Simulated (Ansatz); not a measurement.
Ge₂S₅⁻. The state is a doublet with charge -1. Geometry B3LYP-D4/def2-SVPD.

Cartesian coordinates in Å:
```
Ge -0.9745 1.8635 -1.7289
Ge 0.6785 -0.4135 0.5921
S 0.6739 1.7614 -0.2419
S 1.9501 -1.7235 -0.5729
S 1.4906 -0.6613 2.5776
S -2.2361 0.0310 -1.2128
S -1.5824 -0.8576 0.5867
```

Another isomer (doublet) lies 0.82 eV lower at PBE0-D4/def2-SVP; other spin states weren't run for this one.

Q: Estimate the α-spin orbital energies around the gap (eV) in Ansatz with LDA (SPW92)/def2-SVP, PBE-D4/def2-SVP, BLYP-D4/def2-SVP, r2SCAN-D4/def2-SVP, PBE0-D4/def2-SVP.

A: 
| orbital | LDA (SPW92)/def2-SVP | PBE-D4/def2-SVP | BLYP-D4/def2-SVP | r2SCAN-D4/def2-SVP | PBE0-D4/def2-SVP |
| --- | --- | --- | --- | --- | --- |
| HOMO−9 | -4.30 | -4.18 | -3.84 | -4.62 | -5.49 |
| HOMO−8 | -3.62 | -3.52 | -3.20 | -3.96 | -4.81 |
| HOMO−7 | -3.61 | -3.50 | -3.17 | -3.93 | -4.75 |
| HOMO−6 | -2.99 | -2.90 | -2.60 | -3.31 | -4.14 |
| HOMO−5 | -2.87 | -2.79 | -2.47 | -3.21 | -4.05 |
| HOMO−4 | -2.28 | -2.21 | -1.89 | -2.63 | -3.42 |
| HOMO−3 | -2.04 | -1.95 | -1.63 | -2.34 | -3.18 |
| HOMO−2 | -1.73 | -1.66 | -1.35 | -2.08 | -2.93 |
| HOMO−1 | -1.53 | -1.51 | -1.19 | -1.93 | -2.75 |
| HOMO | -1.46 | -1.37 | -1.06 | -1.78 | -2.62 |
| LUMO | 0.40 | 0.53 | 0.78 | 0.41 | 1.03 |
| LUMO+1 | 1.12 | 1.28 | 1.57 | 1.28 | 2.06 |
| LUMO+2 | 2.00 | 2.19 | 2.42 | 2.24 | 3.00 |
| LUMO+3 | 2.81 | 2.98 | 3.24 | 3.09 | 3.71 |
| LUMO+4 | 3.24 | 3.41 | 3.65 | 3.55 | 4.16 |
| LUMO+5 | 4.31 | 4.52 | 4.85 | 4.70 | 5.33 |
| β HOMO | -1.24 | -1.18 | -0.88 | -1.52 | -2.39 |
| β LUMO | -0.85 | -0.63 | -0.35 | -0.68 | 0.06 |
